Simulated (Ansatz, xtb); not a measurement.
Ranking isomers of C2H11B2N2P

4 gas-phase structures of C2H11B2N2P, from a drawn sample of its isomers (lower ones may exist). Each was relaxed with GFN2-xTB; where two conformers were screened, the lower at r2SCAN-D4/def2-SVP is listed:

A. `CNBNB(C)P`, a singlet
B. `CBNB(P)NC`, a singlet
C. `CN(C)BB(N)P`, a singlet
D. `CBNCB(N)P`, a singlet

Problem. Make a reasoned guess at their ranking by r2SCAN-D4/def2-SVP single-point energy.

Solution. Calculated order at r2SCAN-D4/def2-SVP: A (0.000), B (0.074), D (0.750), C (1.704) eV.

Energies above the lowest of each column, in eV; the last columns are at B3LYP-D3(BJ)/def2-SVP geometries and were run for some of them only (a dash: not run or not comparable):

| structure | GFN2-xTB | HF/STO-3G | r2SCAN-D4/def2-SVP | B3LYP-D3(BJ)/def2-SVP | CCSD(T)/def2-SVP + ΔMP2/def2-TZVPP |
| --- | --- | --- | --- | --- | --- |
| A | 0.000 | 0.000 | 0.000 | 0.000 | 0.000 |
| B | 0.069 | 0.072 | 0.074 | 0.058 | 0.052 |
| D | 0.928 | 1.079 | 0.750 | 0.766 | 0.702 |
| C | 1.247 | 1.985 | 1.704 | – | – |

Every level run on A puts it lowest or level with the lowest. Flexible structures stand in one conformer each, not always the lowest. Frequencies (GFN2-xTB) were run for A, B, D alone. ΔMP2 is the change of the MP2 energy from the smaller to the larger basis.

Over these structures GFN2-xTB departs from r2SCAN-D4/def2-SVP by 0.193 eV on average once a common shift is removed. A GFN2-xTB relaxation took about 0.66 s and the r2SCAN-D4/def2-SVP energy about 3 s on a shared host (Ansatz 0.2.0, xtb 6.7.1).
